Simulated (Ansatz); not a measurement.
`F[SiH2]S[SiH2]Cl` + H₂ → `F[SiH2]S[SiH3]` + HCl  (hydrogenolysis of the Si–Cl bond)

Isolated molecules relaxed with PBE0-D4/def2-TZVP in Ansatz; ΔE leaves out vibrations. CCSD(T)/CBS is the MP2 limit (def2-TZVPP, def2-QZVPP) plus CCSD(T) − MP2 in def2-TZVPP, frozen cores. This one scheme is used for every species. Functionals use def2-TZVPP. One conformer a species, not always the lowest.

```csv
species,ωB97M-V energy (Eh)
`F[SiH2]S[SiH2]Cl`,-1539.77563
H₂,-1.16132
`F[SiH2]S[SiH3]`,-1080.11626
HCl,-460.79014
```

Q: Work out ΔE.

A: ΔE = (-1080.11626) + (-460.79014) − (-1539.77563) − (-1.16132) = 0.03055 Eh = +80.2 kJ/mol. CCSD(T)/CBS gives +79.7 kJ/mol.

Largest T1 diagnostic among the species: 0.012.

In def2-TZVPP, CCSD(T) changes the Hartree–Fock value by +10.6 kJ/mol (the triples alone add +4.0 kJ/mol) and MP2 by +21.6 kJ/mol. The D4 term adds +9.1 kJ/mol with B3LYP and +5.0 kJ/mol with PBE0; it sums over pairs of atoms, weighted by their polarisabilities, and B3LYP, whose exchange is more repulsive, gets the larger term.

B3LYP here is the variant with VWN-RPA as its local correlation; programs differ in this.
